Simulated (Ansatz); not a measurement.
Geometry optimisation, Ansatz, RHF/def2-SVP.

input.yaml

```yaml
crystal:
  periodic: [false, false, false]
  atoms:
    - { symbol: Si, position_ang: [0.268779, -0.400312, -0.604603] }
    - { symbol: H, position_ang: [-0.148155, 0.24601, 1.972257] }
    - { symbol: H, position_ang: [1.430349, 0.120187, -1.328306] }
    - { symbol: O, position_ang: [-0.524206, 0.890184, 0.015515] }
    - { symbol: H, position_ang: [-1.444075, 0.843717, 0.22365] }
    - { symbol: H, position_ang: [-0.66094, -1.165645, -1.454306] }
    - { symbol: Br, position_ang: [1.140299, -1.940391, 0.847017] }
    - { symbol: H, position_ang: [-0.035752, -0.125351, 2.567777] }
basis:
  gaussian: { orbitals: def2-SVP }
hamiltonian:
  xc: hf
relax:
  f_tol: 0.03
  max_steps: 50
```

Run as:

```bash
$ ansatz run input.yaml --threads 1 --pin off --max-ram 2048MiB --backend cpu --events-out ev --progress --plain --runs-dir out
```

**Question.** Where does it end, and by what steps?

**Answer.** It converged. The force dipped under the threshold on the way, but the program's further checks kept it going. After 19 steps the energy has fallen by 0.529 eV; H8 moved furthest, 1.32 Å.

| step | energy less start (eV) | largest force component (eV/Å) | accepted |
| --- | --- | --- | --- |
| 0 | 0.0000 | 1.405 | yes |
| 1 | -0.2521 | 0.308 | yes |
| 2 | -0.3776 | 0.189 | yes |
| 3 | -0.4477 | 0.185 | yes |
| 4 | -0.4881 | 0.368 | yes |
| 5 | -0.5066 | 0.460 | yes |
| 6 | -0.5160 | 0.339 | yes |
| 7 | -0.5227 | 0.039 | yes |
| 8 | -0.5171 | 0.217 | no |
| 9 | -0.5235 | 0.020 | yes |
| 10 | -0.5247 | 0.116 | yes |
| 11 | -0.5252 | 0.046 | yes |
| 12 | -0.5258 | 0.018 | yes |
| 13 | -0.5265 | 0.039 | yes |
| 14 | -0.5265 | 0.091 | yes |
| 15 | -0.5273 | 0.045 | yes |
| 16 | -0.5278 | 0.022 | yes |
| 17 | -0.5279 | 0.228 | yes |
| 18 | -0.5287 | 0.089 | yes |
| 19 | -0.5294 | 0.013 | yes |

```xyz
8
Properties=species:S:1:pos:R:3
Si 0.316 -0.502 -1.027
H -0.117 0.729 2.866
H 1.503 0.234 -1.469
O -0.514 0.470 -0.004
H -1.306 0.177 0.420
H -0.517 -0.949 -2.155
Br 0.988 -2.359 0.027
H -0.326 0.668 3.580
```

Whether the end is a true minimum wasn't checked by a vibrational analysis.

Run time: 36 s on 1 thread of Arm Neoverse V2 (shared host), peak memory 0.17 GiB.
